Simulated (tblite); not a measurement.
Record of a relaxation.

Compound: C7H15NSi.
SMILES with atom numbers: `[CH2:1]=[CH:2][SiH2:3][CH2:4][C@@:5]([CH3:6])([NH2:7])[CH:8]=[CH2:9]` (hydrogens: H10, H11 on C1; H12 on C2; H13, H14 on Si3; H15, H16 on C4; H17, H18, H19 on C6; H20, H21 on N7; H22 on C8; H23, H24 on C9)

Computed with GFN2-xTB (tblite), gas phase: L-BFGS steps from a force-field or distance-geometry start until the largest atomic force falls under 0.01 eV/Å. 4 of its 192 geometries are shown.

Step 0: E = -739.2789 eV, largest atomic force 2.255 eV/Å
```
atom  x, y, z in Å  |  force x, y, z in eV/Å
C1      3.425    0.445   -0.420   -0.089   1.203  -0.227
C2      3.038   -0.790   -0.213    0.854  -0.723   0.190
Si3     1.255   -1.282   -0.118    0.104  -1.230  -0.489
C4      0.345    0.194    0.523    1.086   0.806   1.217
C5     -1.146    0.129    0.475   -0.869   0.043   0.319
C6     -1.716   -1.054    1.263   -0.342  -0.152   1.450
N7     -1.636    1.297    1.120    0.019   1.655   1.532
C8     -1.713    0.127   -0.891   -0.414  -0.759  -1.923
C9     -1.669    1.149   -1.732    0.365   0.672   0.295
H10     4.466    0.722   -0.461    0.025   0.159  -0.039
H11     2.695    1.258   -0.564    0.641  -0.463   0.049
H12     3.832   -1.538   -0.071   -0.475   0.210  -0.100
H13     0.801   -1.732   -1.438   -0.088   0.036  -0.056
H14     1.188   -2.428    0.794   -0.031  -0.093   0.079
H15     0.628    0.300    1.620   -0.253  -0.020  -1.005
H16     0.741    1.113    0.035   -0.561  -0.463   0.211
H17    -2.598   -1.453    0.744    0.551  -0.259   0.324
H18    -0.937   -1.791    1.502   -0.638  -0.024  -0.353
H19    -2.089   -0.659    2.262    0.429  -0.463  -1.092
H20    -2.450    1.756    0.763    0.147   0.178  -0.064
H21    -0.972    1.849    1.671   -0.691  -0.251  -0.662
H22    -2.221   -0.788   -1.251    0.416   0.443   0.373
H23    -1.169    2.076   -1.372   -0.506  -0.652  -0.699
H24    -2.109    1.122   -2.735    0.319   0.147   0.671
```

Step 64: E = -740.0457 eV, largest atomic force 0.069 eV/Å
```
atom  x, y, z in Å  |  force x, y, z in eV/Å
C1      3.573    0.433   -0.452    0.010  -0.004  -0.010
C2      3.099   -0.786   -0.249   -0.012   0.003  -0.033
Si3     1.275   -1.239   -0.088   -0.014  -0.028  -0.019
C4      0.329    0.192    0.734    0.015  -0.021   0.006
C5     -1.199    0.181    0.574    0.003  -0.023   0.018
C6     -1.805   -1.018    1.307    0.007  -0.026   0.012
N7     -1.700    1.387    1.235   -0.053  -0.006  -0.044
C8     -1.558    0.096   -0.896   -0.009   0.004   0.018
C9     -1.624    1.117   -1.730   -0.014   0.001   0.013
H10     4.626    0.635   -0.582    0.028   0.002   0.014
H11     2.930    1.296   -0.504   -0.012   0.000   0.017
H12     3.806   -1.606   -0.224   -0.007   0.001   0.025
H13     0.764   -1.515   -1.440    0.016  -0.007   0.014
H14     1.169   -2.471    0.712    0.017   0.033   0.001
H15     0.538    0.209    1.805    0.026   0.012   0.005
H16     0.698    1.140    0.337   -0.011  -0.025  -0.040
H17    -2.883   -1.051    1.156    0.027   0.014   0.002
H18    -1.370   -1.946    0.944   -0.039   0.033   0.001
H19    -1.612   -0.930    2.373    0.003   0.010  -0.027
H20    -2.704    1.466    1.115   -0.002  -0.033   0.017
H21    -1.280    2.215    0.828    0.018   0.016   0.002
H22    -1.774   -0.900   -1.257   -0.003   0.006   0.023
H23    -1.415    2.131   -1.425   -0.013   0.008  -0.004
H24    -1.894    0.984   -2.764    0.019   0.029  -0.012
```

Step 127: E = -740.0628 eV, largest atomic force 0.037 eV/Å
```
atom  x, y, z in Å  |  force x, y, z in eV/Å
C1      3.651    0.375   -0.320    0.006  -0.003   0.018
C2      3.117   -0.833   -0.232    0.002   0.000   0.008
Si3     1.289   -1.254   -0.047   -0.006  -0.006   0.001
C4      0.334    0.259    0.595    0.010   0.003   0.002
C5     -1.200    0.191    0.522    0.006   0.005  -0.001
C6     -1.728   -1.042    1.258   -0.001   0.008   0.010
N7     -1.709    1.361    1.237   -0.016   0.015   0.005
C8     -1.625    0.134   -0.931    0.032  -0.004  -0.014
C9     -1.793    1.179   -1.720   -0.015   0.002   0.012
H10     4.715    0.530   -0.422    0.003   0.015  -0.017
H11     3.056    1.274   -0.287   -0.015  -0.024   0.012
H12     3.788   -1.683   -0.274   -0.001  -0.001  -0.010
H13     0.779   -1.707   -1.351    0.008   0.007  -0.004
H14     1.196   -2.367    0.912   -0.003   0.007  -0.011
H15     0.601    0.434    1.639   -0.011   0.006   0.004
H16     0.649    1.149    0.044    0.007  -0.014  -0.022
H17    -2.817   -1.028    1.280    0.013  -0.003  -0.021
H18    -1.396   -1.952    0.767   -0.017   0.012   0.030
H19    -1.366   -1.033    2.283   -0.002  -0.016  -0.007
H20    -2.718    1.415    1.152   -0.002  -0.003   0.006
H21    -1.319    2.214    0.852    0.006   0.004  -0.009
H22    -1.781   -0.862   -1.321    0.000  -0.011  -0.006
H23    -1.647    2.192   -1.379   -0.007   0.003   0.005
H24    -2.088    1.074   -2.751    0.001  -0.001   0.010
```

Step 191: E = -740.0886 eV, largest atomic force 0.010 eV/Å
```
atom  x, y, z in Å  |  force x, y, z in eV/Å
C1      3.752    0.249    0.009   -0.002   0.005   0.001
C2      3.155   -0.892   -0.299   -0.003   0.004  -0.004
Si3     1.337   -1.303   -0.025   -0.003  -0.002  -0.008
C4      0.409    0.284    0.462   -0.005  -0.004  -0.001
C5     -1.129    0.258    0.435   -0.002   0.000   0.000
C6     -1.677   -0.952    1.195    0.002  -0.002   0.003
N7     -1.578    1.449    1.149   -0.001   0.003  -0.003
C8     -1.595    0.181   -1.003    0.003   0.004  -0.002
C9     -2.264    1.115   -1.653    0.001  -0.001   0.004
H10     4.802    0.425   -0.167    0.001  -0.001   0.004
H11     3.213    1.069    0.457    0.002   0.001  -0.001
H12     3.758   -1.675   -0.745    0.002  -0.008   0.005
H13     0.826   -1.893   -1.273    0.005   0.003   0.001
H14     1.246   -2.313    1.042   -0.006   0.000  -0.004
H15     0.698    0.558    1.479    0.000   0.004   0.000
H16     0.737    1.103   -0.184   -0.002   0.000  -0.001
H17    -2.765   -0.906    1.234    0.004   0.001  -0.004
H18    -1.386   -1.879    0.711    0.001   0.003   0.000
H19    -1.295   -0.944    2.212    0.001  -0.004   0.003
H20    -2.591    1.498    1.156    0.002  -0.001   0.000
H21    -1.225    2.287    0.699    0.003  -0.003  -0.004
H22    -1.328   -0.738   -1.505    0.000   0.002   0.009
H23    -2.553    2.049   -1.196   -0.002  -0.003  -0.003
H24    -2.558    0.991   -2.682    0.000   0.001   0.005
```

Task: Summarise the path.

Result: The energy falls by 0.8098 eV from step 0 to step 191; nine tenths of that is first reached at step 42. It falls at every step. The largest force goes from 2.255 to 0.010 eV/Å. Among the bonds Si3–C4 changes most, from 1.849 to 1.902 Å; the atoms move by 0.640 Å rms after alignment.

Task: Follow the three bonds and two angles with the largest change from start to end.

Result: 
```
step  E above end (eV)  largest force (eV/Å)  Si3–C4 (Å)  C6–H19 (Å)  C4–H15 (Å)  H20–N7–H21 (°)  C5–N7–H20 (°)
   0            0.8098                 2.255       1.849       1.137       1.138           118.2          119.7
   8            0.2971                 0.465       1.906       1.089       1.092           108.0          113.9
  17            0.2472                 0.108       1.905       1.086       1.091           108.2          111.1
  25            0.2153                 0.168       1.898       1.083       1.091           107.2          111.1
  33            0.1501                 0.207       1.897       1.088       1.089           108.8          111.8
  42            0.0808                 0.133       1.906       1.088       1.091           107.9          110.0
  50            0.0592                 0.123       1.906       1.085       1.090           108.2          109.8
  58            0.0472                 0.074       1.903       1.085       1.092           108.0          110.3
  66            0.0417                 0.072       1.902       1.086       1.091           107.7          110.4
  75            0.0371                 0.061       1.901       1.086       1.092           107.6          110.1
  83            0.0353                 0.035       1.902       1.086       1.091           107.8          110.3
  91            0.0333                 0.044       1.901       1.087       1.092           107.9          110.5
 100            0.0309                 0.038       1.899       1.087       1.091           107.9          110.6
 108            0.0287                 0.021       1.901       1.086       1.092           107.9          110.3
 116            0.0279                 0.028       1.901       1.087       1.093           107.8          110.3
 125            0.0263                 0.037       1.901       1.087       1.093           108.0          110.2
 133            0.0234                 0.059       1.900       1.087       1.093           108.1          110.5
 141            0.0177                 0.039       1.901       1.086       1.092           108.0          110.2
 149            0.0131                 0.051       1.903       1.086       1.093           108.2          110.2
 158            0.0074                 0.103       1.901       1.087       1.092           108.4          110.0
 166            0.0032                 0.033       1.901       1.086       1.092           108.2          110.2
 174            0.0017                 0.027       1.902       1.087       1.093           108.2          110.5
 183            0.0004                 0.024       1.901       1.086       1.092           108.2          110.4
 191            0.0000                 0.010       1.902       1.086       1.092           108.1          110.5
```

The cost below is that of the whole relaxation. The run took 1.9 s of wall time on an Arm Neoverse V1 with one thread, shared host with 32 logical CPUs at a one-minute load of 17.
